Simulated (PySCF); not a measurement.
Does the answer move with the share of exact exchange?

CH8BrNSi2.
SMILES: `C[Si@@H](N)[SiH2]Br`

Torsions of this conformer, `[CH3:1][Si@@H:2]([NH2:3])[SiH2:4][Br:5]`: C1–Si2–Si4–Br5 -169°, H–N3–Si2–C1 -56°, H–N3–Si2–C1 166°.

PySCF, def2-SVPD basis, density fitting, gas phase, PBE0-D3(BJ)/def2-SVP geometry; singlet excitations by full TDDFT with frozen cores, triplets by Tamm–Dancoff TDDFT and ionisation energies by ΔSCF, from the lowest of the holes tried. One functional is left out:

```tsv
functional	exact exchange (%)	HOMO energy (eV)	LUMO energy (eV)	lowest singlet excitation (eV)	lowest triplet excitation (eV)	dipole moment (D)	mean polarisability (au)	vertical ionisation energy (eV)
LDA	0	-6.12	-1.79	4.41	4.24	2.308	105.8	8.81
PBE	0	-6.02	-1.57	4.52	4.32	2.257	104.2	9.25
PBE0	25	-7.33	-0.76	5.38	4.90	2.326	99.8	9.12
BHandHLYP	50	-8.50	0.09	5.92	5.35	2.375	96.4	9.39
```

Task: Predict the row of B3LYP (20 % exact exchange) by straight lines through the other rows, and check it.

Result: 
| property | line | computed | computed − line | PBE0 (25 %), for comparison |
| --- | --- | --- | --- | --- |
| HOMO energy (eV) | -7.05 | -7.12 | -0.07 | -7.33 |
| LUMO energy (eV) | -0.96 | -0.94 | +0.02 | -0.76 |
| lowest singlet excitation (eV) | 5.09 | 5.28 | +0.19 | 5.38 |
| lowest triplet excitation (eV) | 4.73 | 4.89 | +0.16 | 4.90 |
| dipole moment (D) | 2.319 | 2.305 | -0.014 | 2.326 |
| mean polarisability (au) | 101.3 | 100.6 | -0.7 | 99.8 |
| vertical ionisation energy (eV) | 9.15 | 9.09 | -0.06 | 9.12 |

Task: Which of these properties follows the share of exact exchange most closely, and which least?

Result: Most closely the HOMO energy, least the vertical ionisation energy; the correlations over the tabulated rows are HOMO energy -0.999, lowest triplet excitation 0.995, LUMO energy 0.994, lowest singlet excitation 0.990, mean polarisability -0.983, dipole moment 0.904, vertical ionisation energy 0.664. The HOMO energy moves by -0.488 eV for every 10 %. Functionals with the same share still differ in their other parts: at 0 % LDA and PBE differ by 0.10 eV in it.
